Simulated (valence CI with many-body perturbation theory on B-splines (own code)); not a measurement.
# Missing levels of Te45+

Computed by configuration interaction combined with many-body perturbation theory (CI+MBPT): five valence electrons over a frozen Dirac-Fock core [He], a basis of 11 s, 11 p, 10 d, 8 f, 5 g, 2 h functions for each j, with the one-electron correlation potential Σ1 (screened to all orders), the two-electron term Σ2, the three-electron term Σ3, Breit, model QED; selected single and double excitations, second order for the rest, scaled by the run's own slope (own B-spline code, finite nucleus).

No measured spectrum was set against this ion. As an estimate, large intervals hold to a few tenths of a per cent, small ones and those within an open d or f shell to about a per cent. Among the levels kept, up to 7200 cm⁻¹ of a level comes from second order outside the variational space, and about a tenth of that is noise between levels of different J, which matters for small intervals.

| Level | E (eV) |
| --- | --- |
| (2s^2 2p1/2^2 2p3/2) J=3/2 | 0.0 |
| (2s^2 2p1/2 2p3/2^2) J=3/2 | 270.4 |
| (2s^2 2p1/2 2p3/2^2) J=5/2 | 289.8 |
| (2s^2 2p1/2 2p3/2^2) J=1/2 | 319.2 |
| (2s 2p1/2^2 2p3/2^2) J=5/2 | ? |
| (2s 2p1/2^2 2p3/2^2) J=1/2 | 542.4 |
| (2s 2p1/2^2 2p3/2^2) J=3/2 | 543.9 |
| (2s^2 2p3/2^3) J=3/2 | ? |
| (2s 2p1/2 2p3/2^3) J=3/2 [a] | ? |
| (2s 2p1/2 2p3/2^3) J=5/2 | 798.8 |
| (2s 2p1/2 2p3/2^3) J=1/2 | 833.1 |
| (2s 2p1/2 2p3/2^3) J=3/2 [b] | 844.5 |
| (2p1/2^2 2p3/2^3) J=3/2 | ? |
| (2s 2p3/2^4) J=1/2 | 1121.0 |
| (2p1/2 2p3/2^4) J=1/2 | 1363.7 |
| (2s^2 2p1/2^2 3s) J=1/2 | 4220.1 |
| (2s^2 2p1/2^2 3p1/2) J=1/2 | ? |
| (2s^2 2p1/2^2 3p3/2) J=3/2 | ? |
| (2s^2 2p1/2^2 3d3/2) J=3/2 | 4436.3 |
| (2s^2 2p1/2^2 3d5/2) J=5/2 | 4467.4 |

Levels are named by their leading jj configuration (3d3/2^4 stands for four electrons in 3d with j = 3/2), which in mixed levels can hold well under half, so a name can repeat and another be missing. Letters in brackets count levels of one name in rising energy.

(1) The levels stand in rising order. What does the calculation give for the missing energies?

Results:

(1) (2s 2p1/2^2 2p3/2^2) J=5/2 477.3; (2s^2 2p3/2^3) J=3/2 590.7; (2s 2p1/2 2p3/2^3) J=3/2 [a] 767.6; (2p1/2^2 2p3/2^3) J=3/2 1073.4; (2s^2 2p1/2^2 3p1/2) J=1/2 4282.7; (2s^2 2p1/2^2 3p3/2) J=3/2 4374.9.
